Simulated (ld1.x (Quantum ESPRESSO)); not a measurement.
# Scattering properties, TM potential for B

B (Z = 5), norm-conserving Troullier–Martins (Kleinman–Bylander form), made with ld1.x (Quantum ESPRESSO) 7.5 (PBEsol, non-relativistic). Core [He], reference 2s1 2p0 (charge +2). Waves: 2p (bound, empty): rc 3.30 bohr; 3d channel at 0.4 Ry: rc 3.35 bohr; 2s (bound): rc 1.35 bohr. Local part: the s channel. Core correction: none.

The phase is arctan(r·u′/u) with u = r·R(r), unwrapped; energies in Ry, scanned from -4 to 5 Ry. A pole is an energy at which the radial function vanishes at the test radius. The pseudo phase is shifted by a multiple of π to meet the all-electron one at the reference energy, and phase errors are pseudo minus all-electron; the curves can meet again beyond the range given. Levels narrower than the energy grid can be missing from the lists of poles.

| channel | radius (bohr) | reference energy (Ry) | poles, all-electron | poles, pseudo | unbroken range about the reference energy with phases within 0.05 rad | phase error 1 Ry above the reference energy (rad) |
| --- | --- | --- | --- | --- | --- | --- |
| s | 3.66 | -2.30 | -2.25, 0.72 | -2.25, 0.70, 4.88 | below 2.2 | -0.001 |
| p | 3.66 | -1.86 | -1.80, 0.73, 4.59 | -1.80, 1.04 | below -0.8 | +0.042 |
| d | 3.66 | 0.40 | 0.10, 3.22 | -0.15, 3.59 | 0.1 to 0.4 | +0.954 |

Phases in the p channel:

| E (Ry) | all-electron | pseudo |
| --- | --- | --- |
| -4.00 | 1.408 | 1.408 |
| -3.52 | 1.391 | 1.391 |
| -3.04 | 1.368 | 1.368 |
| -2.56 | 1.327 | 1.327 |
| -2.08 | 1.179 | 1.181 |
| -1.60 | -1.777 | -1.775 |
| -1.12 | -1.970 | -1.956 |
| -0.64 | -2.579 | -2.442 |
| -0.16 | -4.254 | -4.079 |
| 0.32 | -4.604 | -4.536 |
| 0.80 | -4.727 | -4.671 |
| 1.28 | -4.818 | -4.747 |
| 1.76 | -4.945 | -4.812 |
| 2.24 | -5.377 | -4.897 |
| 2.72 | -7.257 | -5.075 |
| 3.20 | -7.654 | -5.961 |
| 3.68 | -7.762 | -7.404 |
| 4.16 | -7.818 | -7.658 |
| 4.64 | -7.857 | -7.748 |
